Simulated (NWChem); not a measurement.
Molecule: C$_{2}$H$_{2}$F, doublet; SMILES [CH]=CF

Program: NWChem. Spin-unrestricted. In the optimisation the excess spin sits in a' (Cs, its own frame). Coordinates come from a PBE0/def2-SVP, spin-unrestricted optimisation. No stability test was run on the SCF state.

For level PBE/pcseg-1:

```yaml
highest occupied level (eV): -6.44
```

Task: How do the values read with level PBE/def2-SVP instead?

Result: The highest occupied level (eV) is -6.26.
